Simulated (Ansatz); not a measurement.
Computed with Ansatz on PBE0-D4/def2-TZVP structures; ΔE is electronic, products minus reactants. CCSD(T)/CBS is the MP2 limit (def2-TZVPP, def2-QZVPP) plus CCSD(T) − MP2 in def2-TZVPP, frozen cores. This one scheme is used for every species. DFT in def2-TZVPP. B3LYP here is the variant with VWN-RPA as its local correlation; programs differ in this.

`N#C[Si](F)(F)C#N` + `O[SiH3]` → `N#CO[SiH3]` + `N#C[SiH](F)F`  (substitution at a C–Si bond)

`N#C[Si](F)(F)C#N`:

```xyz
7

N    -0.085    0.813   -2.572
C     0.110    0.364   -1.531
Si    0.397   -0.334    0.128
F     1.810    0.106    0.633
F     0.313   -1.894    0.050
C    -0.870    0.276    1.287
N    -1.677    0.670    2.006
```

`O[SiH3]`:

```xyz
6

O    -0.535    1.164    0.016
Si    0.011   -0.387   -0.080
H     0.040    1.817    0.416
H     1.258   -0.482   -0.889
H    -1.071   -1.159   -0.731
H     0.297   -0.954    1.267
```

`N#CO[SiH3]`:

Cartesian coordinates in Å:
```
N -1.943 -1.552 1.135
C -1.057 -1.231 0.468
O -0.075 -0.906 -0.282
Si 0.629 0.638 -0.315
H 1.691 0.505 -1.330
H -0.411 1.613 -0.707
H 1.166 0.933 1.031
```

`N#C[SiH](F)F`:

```xyz
6

N     1.347   -0.493   -1.964
C     0.713   -0.273   -1.028
Si   -0.319    0.150    0.433
F     0.618    0.121    1.697
F    -1.414   -0.971    0.577
H    -0.945    1.466    0.286
```

(1) Is it downhill or uphill in electronic energy at CCSD(T)/CBS, and by how much? (An estimate is asked.)

(2) What do these levels give: ωB97M-V, B2PLYP, PBE-QIDH, PBE, BLYP, B3LYP, HF/def2-TZVPP, SCS-MP2/def2-TZVPP, HF/def2-QZVPP, MP2/def2-QZVPP, SCS-MP2/def2-QZVPP, CCSD/CBS(def2)? (Best estimate.)

Largest T1 diagnostic among the species: 0.014.

Answers

(1) The calculation gave: Uphill: ΔE = +103.5 kJ/mol.

(2) Ansatz gave: ωB97M-V 95.7, B2PLYP 93.7, PBE-QIDH 92.5, PBE 81.0, BLYP 83.8, B3LYP 85.4, HF/def2-TZVPP 85.7, SCS-MP2/def2-TZVPP 102.9, HF/def2-QZVPP 85.6, MP2/def2-QZVPP 106.9, SCS-MP2/def2-QZVPP 104.6, CCSD/CBS(def2) 102.6 kJ/mol.

At CCSD(T), def2-SVP lies −23.9 kJ/mol from the extrapolated value and def2-TZVPP −2.5 kJ/mol. In def2-TZVPP, CCSD(T) changes the Hartree–Fock value by +15.3 kJ/mol (the triples alone add +0.8 kJ/mol) and MP2 by +19.8 kJ/mol.
